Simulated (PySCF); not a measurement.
**Telling isomers of C$_{5}$H$_{13}$NO$_{3}$Si apart by NMR**

[PySCF 2.14: σ from GIAO-PBE0/pcSseg-1; GFN2-xTB structure; a single conformation; one averaged value for each set of equivalent atoms; in vacuum; no relativistic terms]

Chemical shifts δ = σref − σ; TMS for 1H, 13C, all at this level. Where no couplings were computed, multiplicities follow the n + 1 count of equivalent neighbours, and m marks all less simple cases (inequivalent or close neighbours, rings, F or P nearby). Shifts are as computed. Against solution values, carbons near 30 ppm lie about +3 ppm off and those near 130 ppm about +5 ppm. Of 1211 compounds with measured shifts, 218 miss one by over three times the rms of a fit or turn the order of signals round; such compounds aren't used in these exercises. OH and NH positions are gas-phase values without hydrogen bonding to other molecules.

(1) Tabulate the signals of `CC(=O)O[Si@H](N)OC(C)C`, `CN[Si@@H]1OCC[C@H](OC)O1` and their relative energies.

(2) What is the quickest way to tell CC(=O)O[Si@H](N)OC(C)C from CN[Si@@H]1OCC[C@H](OC)O1?

Results:

(1) 
| SMILES | carbon types | δC | δH | E rel. (kcal/mol) |
| --- | --- | --- | --- | --- |
| CC(=O)O[Si@H](N)OC(C)C | 1×C 1×CH 3×CH3 | 177.1, 68.3, 28.1, 27.7, 24.9 | 4.89 (s, 1H), 4.43 (m, 1H), 2.14 (s, 3H), 1.33 (d, 3H), 1.27 (d, 3H), 1.22 (br s, 2H) | 0.0 |
| CN[Si@@H]1OCC[C@H](OC)O1 | 1×CH 2×CH2 2×CH3 | 99.1, 61.0, 56.7, 40.5, 27.7 | 5.24 (m, 1H), 4.87 (m, 1H), 4.83 (s, 1H), 4.11 (m, 1H), 3.76 (s, 3H), 2.71 (s, 3H), 1.99 (m, 1H), 1.65 (m, 1H), 0.50 (br s, 1H) | 35.1 |

Energies are electronic energies at PBE0/pcSseg-1 on these geometries, without zero-point or thermal terms, each for the one conformer computed, which needn't be the lowest.

(2) Both give the same number of carbon signals, but DEPT or the intensities differ. The first has a carbonyl carbon (C) at 177.1 ppm, the second an sp3 CH2 bonded to O at 61.0 ppm. Their most deshielded carbons lie at 177.1 and 99.1 ppm.
